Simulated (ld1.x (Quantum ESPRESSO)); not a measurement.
# cerium (Ce): one change to a TM semilocal potential, before and after

Ce (Z = 58), norm-conserving Troullier–Martins (semilocal form), made with ld1.x (Quantum ESPRESSO) 7.5 (Wu–Cohen, scalar-relativistic). Core [Kr] 4d10 5s2, reference 4f1 5p6 5d1 6s1 6p0 (charge +1). Waves: 6s (bound): rc 3.70 bohr; 5p (bound): rc 1.75 bohr; 4f (bound): rc 1.25 bohr; 5d (bound): rc 2.25 bohr. Local part: the d channel. Core correction: Bessel-smoothed model core, default radius (core density twice the valence density).

All-electron outer shells of the reference configuration (Wu–Cohen, scalar-relativistic, ld1.x):

```tsv
shell	level (eV)	outermost node (bohr)	outermost maximum (bohr)
4d	-116.37	0.31	0.66
5s	-46.53	0.75	1.37
5p	-29.12	0.81	1.55
4f	-11.34	–	0.71
5d	-8.58	0.92	2.12
6s	-8.49	1.81	3.54
6p	-5.39	2.12	4.33
```

Change: wave 6s (bound): rc 3.70 bohr becomes 6s (bound): rc 5.50 bohr.

Cutoffs: the cutoffs (Ry, on a coarse ladder) from which the occupation-weighted sum of valence levels, in a spherical-Bessel basis at the reference potential, stays within 10 and 1 mRy of its value at 400 Ry; they do not see the model core or the augmentation charge, which bear on the density cutoff. Errors are all-electron minus pseudo energies relative to the spin-unpolarised reference configuration.

Q: What does the change do?

A: The potential gets neither clearly harder nor softer (180 Ry and 230 Ry → 180 Ry and 230 Ry); of the 7 tests that both files solve, the error grows in 5 and shrinks in 2 by more than 15 % and 0.3 meV (median size 8.6 → 89.6 meV); neither file shows a bound ghost at the reference potential, the only one tested. A semilocal file is local in each channel, so a ghost entry of none says nothing of the separable form that plane-wave codes build from it.

| quantity | base | changed |
| --- | --- | --- |
| cutoff, loose | 180 Ry | 180 Ry |
| cutoff, tight | 230 Ry | 230 Ry |
| bound ghosts | none | none |
| error for 4f1 5p6 5d1 6s2 6p0, meV [ΔE -6.10 eV] | +1.9 | +7.2 |
| error for 4f1 5p6 5d1 6s0 6p0, meV [ΔE 10.98 eV] | -7.6 | -72 |
| error for 4f1 5p6 5d0 6s0 6p0, meV [ΔE 30.11 eV] | +8.6 | -215 |
| error for 4f2 5p6 5d1 6s0 6p0, meV [ΔE -0.07 eV] | -559 | -379 |
| error for 4f1 5p5 5d1 6s2 6p0, meV [ΔE 21.76 eV] | -154 | +90 |
| error for 4f0 5p6 5d0 6s0 6p0, meV [ΔE 67.95 eV] | -354 | -934 |
| error for 4f1 5p6 5d2 6s1 6p0, meV [ΔE -5.19 eV] | -3.4 | +42 |

Base: These tests converged, but a pseudo level misses the all-electron one widely, so the file describes the atom poorly there or has found another state: 4f1 5p6 5d1 6s0 6p0: empty 6p by 7.0 eV; 4f1 5p6 5d0 6s0 6p0: empty 6p by 11.2 eV; 4f1 5p5 5d1 6s2 6p0: empty 6p by 4.4 eV. Changed file: These tests converged, but a pseudo level misses the all-electron one widely, so the file describes the atom poorly there or has found another state: 4f1 5p6 5d1 6s0 6p0: empty 6p by 7.0 eV; 4f1 5p6 5d0 6s0 6p0: empty 6p by 11.2 eV.
